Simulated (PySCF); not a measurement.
[GeH2]+: from structure and modes to constants

These are results of UPBE0/[Ge def2-TZVP, H def2-TZVP], no relativity, density fitting, PySCF, not measurements.

The doublet minimum has C2v symmetry. Masses (u): Ge 73.92118, H 1.00782.

```xyz
3
charge 1 multiplicity 2, angstrom
Ge    0.0000    0.0000   -0.0207
H     1.3497    0.0000    0.7445
H    -1.3497    0.0000    0.7445
```

Harmonic wavenumbers (cm⁻¹): 823.0 (a1, ×1), 2019.8 (a1, ×1), 2114.0 (b2, ×1).

Task: Find the principal moments of inertia and the rotational constants. What kind of rotor is it?

Result: About the centre of mass I = 1.1489, 3.6721, 4.8211 u Å². With B = 16.8576/I this gives 14.67, 4.591, 3.497 cm⁻¹. The molecule is an asymmetric top with κ = -0.80.

Task: What is the harmonic zero-point energy?

Result: Half the sum of all 3 wavenumbers, 4957/2 = 2478 cm⁻¹, which is 29.6 kJ/mol (1 cm⁻¹ = 0.0119627 kJ/mol).

Task: Give the standard entropy (298.15 K, 1 bar) by its translational, rotational, vibrational and spin parts, and Cp.

Result: Sackur–Tetrode with M = 75.94 u gives 162.9; rotation with symmetry number 2 gives 55.3; vibration 0.8; spin R ln 2 = 5.8. The total is 224.7 J/(mol K), and Cp = 4 R + 2.6 = 35.9 J/(mol K).

This need not be the most stable arrangement of these atoms.
